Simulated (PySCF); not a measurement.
## Correlation energy of Hg²⁺ (mercury, charge +2)

[Xe] 4f14 5d9 6s1, high-spin 3D determinant (an excited configuration). Computed with PySCF 2.14 in aug-cc-pwCVDZ-PP with ECP60MDF (6s6p5d3f, 70 functions), with a scalar-relativistic core potential. Frozen: 5s2 5p6; 10 electrons correlated.

```json
{"level": "CCSD", "correlation energy (mhartree)": "-268.99"}
{"level": "(T)", "correlation energy (mhartree)": "-4.46"}
{"level": "CCSD(T)", "correlation energy (mhartree)": "-273.45"}
```

Diagnostics: T1 = 0.0053, D1 = 0.0209, largest double amplitude 0.020.

Spin-orbit coupling, absent here, splits the open shell strongly.

Cost of the coupled-cluster step: roughly 24 core-seconds, for 10 correlated electrons.
